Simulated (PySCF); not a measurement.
Structure elucidation problem

The spectra below were simulated for a compound C7H12.

1H NMR (400 MHz, computed): δ 2.14 (m, 2H), 1.56 (m, 4H), 1.28 (m, 2H), 1.20 (m, 4H).

13C{1H} NMR (computed): δ 41.9 (CH2), 41.5 (CH), 33.7 (CH2).

[PySCF 2.14.0 with density-fitted response routines: σ from GIAO-B97-2/pcSseg-2; PBE0-D3(BJ)/def2-TZVP structure; relativity neglected; no solvent model; one computed conformer; one averaged value for each set of equivalent atoms]

δ = σ(ref) − σ, references computed at the same level: 1H (σref 31.64) and 13C (σref 185.38) against TMS.

Task: Deduce the structure.

Result: 
- The formula gives 2 degrees of unsaturation (2 rings in the answer).
- 3 carbon signals for 7 carbons: some carbons are equivalent by symmetry or fast rotation.
- Carbon types of the structure: 2 × CH, 5 × CH2, which accounts for all hydrogens.
- δC 41.9, 33.7: sp3 CH2 in a ring; a saturated carbon with 2 carbon neighbours and no heteroatom attached.
- δC 41.5: sp3 CH in a ring; aliphatic region, no heteroatom directly attached.
- δH 2.14: hydrogen on an sp3 CH in a ring.
- δH 1.56, 1.28, 1.20: hydrogen on an sp3 CH2 in a ring; far from electronegative atoms and π systems.

These data were computed for Norbornane.

The shifts were computed for this structure.

Shifts are as computed. Against solution values, carbons near 30 ppm lie about +3 ppm off and those near 130 ppm about +7 ppm. Of 1309 compounds with measured shifts, 239 miss one by over three times the rms of a fit or turn the order of signals round; such compounds aren't used in these exercises. Multiplicities follow the n + 1 count of equivalent neighbours, as no J values were calculated; m marks all less simple cases, F and P coupling included.
